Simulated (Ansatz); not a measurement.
Cartesian coordinates in Å:
```
C -1.335 -1.287 -0.926
O -0.106 -0.999 -0.292
B 0.213 0.237 0.154
C 1.600 0.461 0.847
S -0.999 1.591 -0.073
H -1.332 -2.344 -1.192
H -2.177 -1.088 -0.257
H -1.457 -0.690 -1.835
H 2.187 1.219 0.320
H 1.473 0.822 1.872
H 2.181 -0.462 0.878
H -0.247 2.540 0.503
```

The species carries charge 0 and has multiplicity 1.

**Question.** List the ωB97M-V/def2-TZVPP orbital energies in eV (Ansatz). (Best estimate.)

**Answer.** The calculation gave: Occupied: -2426.56, -526.61, -282.85, -280.63, -220.58, -188.69, -163.69, -163.59, -163.53, -31.89, -23.41, -22.60, -21.77, -17.43, -15.81, -15.66, -14.27, -13.71, -13.62, -12.83, -12.22, -11.58, -10.58, -9.81. Lowest empty: 2.01, 2.42, 3.00, 3.20, 4.00, 4.23, 4.38, 4.73.
